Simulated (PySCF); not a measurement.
TPSS on Sn⁻ (tin, charge -1), [Kr] 4d10 5s2 5p3, high-spin 4S determinant. Computed with PySCF 2.14 in aug-cc-pwCVDZ-PP with ECP28MDF (6s5p4d1f, 48 functions), with a scalar-relativistic core potential.

```
cycle= 1 E= -214.208174980391  delta_E= -0.00821  |g|= 0.0543  |ddm|= 0.992
cycle= 2 E= -214.208366974355  delta_E= -0.000192  |g|= 0.0473  |ddm|= 0.18
cycle= 3 E= -214.2087826025  delta_E= -0.000416  |g|= 0.00409  |ddm|= 0.101
cycle= 4 E= -214.208796721811  delta_E= -1.41e-05  |g|= 0.00049  |ddm|= 0.0174
cycle= 5 E= -214.208797047623  delta_E= -3.26e-07  |g|= 9.64e-06  |ddm|= 0.00253
cycle= 6 E= -214.20879704773  delta_E= -1.08e-10  |g|= 1.34e-06  |ddm|= 4.77e-05
converged SCF energy = -214.20879704773  <S^2> = 3.7514829  2S+1 = 4.0007414
```

Highest occupied orbital energy: 0.991 eV; ⟨L²⟩ = 0.00; populations by l: s 4.00, p 9.00, d 10.00, f 0.00.

Question: Can this result be used?

Answer: With care. Self-consistency was reached. Energies and moments cover only the electrons outside the core potential. At TPSS the highest occupied level has a positive energy, so only the finite basis holds that electron; in a semilocal or global hybrid functional this comes from self-interaction and does not mean that the real anion is unbound.
